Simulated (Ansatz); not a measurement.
Consider the redistribution: `[OH][AlH][SbH][Cl]` + `N[SiH3]` → `[NH2][AlH][OH]` + `[SiH3][SbH][Cl]`.

Calculated with Ansatz (gas phase, PBE0-D4/def2-TZVP geometries, no zero-point term in ΔE). CCSD(T)/CBS adds triple-zeta CCSD(T) − MP2 to the extrapolated MP2 energy (def2 sets, frozen cores). This one scheme is used for every species. Functionals use def2-TZVPP. Elements past krypton have def2 core potentials. For Sb outer-core shells are correlated without core-valence functions, which leaves a few kJ/mol of doubt a bond. Each species was taken in one conformer, which may not be the lowest.

`[OH][AlH][SbH][Cl]`:

```xyz
7

O    -1.830   -0.100   -0.081
Al   -0.415   -0.637   -0.833
Sb    1.809    0.699   -0.162
Cl    0.554    1.887    1.486
H    -1.776    0.606    0.568
H    -0.504   -1.836   -1.858
H     2.163   -0.619    0.881
```

`N[SiH3]`:

```xyz
7

N     0.820    0.681   -0.048
Si   -0.429   -0.500    0.024
H     1.042    1.222    0.772
H     0.933    1.235   -0.882
H    -0.191   -1.342    1.225
H    -1.823    0.027    0.120
H    -0.351   -1.323   -1.211
```

`[NH2][AlH][OH]`:

Z-matrix (Å, degrees):
```
N
Al 1 1.760
H 1 1.006 2 124.4
H 1 1.007 2 125.1 3 -180.0
O 2 1.698 1 116.8 3 -180.0
H 2 1.579 1 120.8 3 -0.1
H 5 0.955 2 123.2 1 180.0
```

`[SiH3][SbH][Cl]`:

Z-matrix (Å, degrees):
```
Si
Sb 1 2.585
H 1 1.483 2 110.4
H 1 1.485 2 108.3 3 120.7
H 1 1.489 2 108.7 3 -120.8
Cl 2 2.368 1 92.7 3 -48.1
H 2 1.714 1 90.0 3 46.3
```

```json
{"level": "BLYP-D4", "ΔE (kJ/mol)": "-26.8"}
{"level": "PBE0-D4", "ΔE (kJ/mol)": "-22.9"}
{"level": "ωB97M-V", "ΔE (kJ/mol)": "-22.4"}
{"level": "BLYP", "ΔE (kJ/mol)": "-27.2"}
```

(1) What does CCSD(T)/CBS give? (Estimate.)

Largest T1 diagnostic among the species: 0.014.

## Answers

(1) Ansatz gave: -24.4 kJ/mol. The listed levels differ from it by -2.4, 1.5, 2.0, -2.8 kJ/mol.

From BLYP to BHLYP (50 % exact exchange), in def2-TZVPP and without D4, ΔE moves by +4.3 kJ/mol. In def2-TZVPP, CCSD(T) changes the Hartree–Fock value by −4.0 kJ/mol (the triples alone add +0.2 kJ/mol) and MP2 by −3.2 kJ/mol. Leaving LDA and LC-ωPBE aside and taking each functional with its dispersion term where it has one, the values, not all of them listed here, spread over 6.6 kJ/mol, from B97M-V to PBE-QIDH.
